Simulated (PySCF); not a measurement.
## Radial density of Cr³⁺ (chromium, charge +3)

UHF, [Ar] 3d3, high-spin 4F determinant. All numbers are calculated (PySCF 2.14, the spin-free X2C one-electron Hamiltonian (Gaussian nucleus), in x2c-TZVPall).

```tsv
r (bohr)	4πr²ρ (e/bohr)	4πr²(ρα − ρβ)
0.00114	0.1983	0.0000
0.00192	0.5055	0.0000
0.00323	1.272	0.0000
0.00543	3.084	0.0000
0.00914	6.990	0.0000
0.0154	14.12	0.0000
0.0259	23.57	0.0001
0.0435	28.81	0.0008
0.0731	24.13	0.0046
0.123	23.67	0.0285
0.207	31.55	0.1785
0.348	17.22	0.8826
0.585	11.07	2.3083
0.985	10.93	2.4656
1.66	2.104	0.8517
2.79	0.07914	0.0627
4.69	0.0005271	0.0005
```

Densities and radii are taken from the X2C orbitals without a picture-change correction, which distorts them close to the nucleus.
